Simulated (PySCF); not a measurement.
**BeC at PBE0**

Computed with PBE0; Be x2c-TZVPPall, C x2c-TZVPPall; spin-free X2C with a Gaussian nucleus (PySCF 2.14).

* state: ³Π (triplet), unpaired electrons σ ↑, π ↑, a second solution, started from another occupation
* bond length: 1.793 Å
* harmonic wavenumber: 766 cm⁻¹
* force constant: 1.78 mdyn/Å
* rotational constant Be: 1.019 cm⁻¹
* anharmonicity ωexe: 9.02 cm⁻¹
* vibration–rotation constant αe: 0.0157 cm⁻¹
* energy of the minimum from ground-state Be + C: -1.36 eV
* bond order (Mayer): 1.19
* dipole moment (positive dipole means Be(−)C(+)): -1.13 D
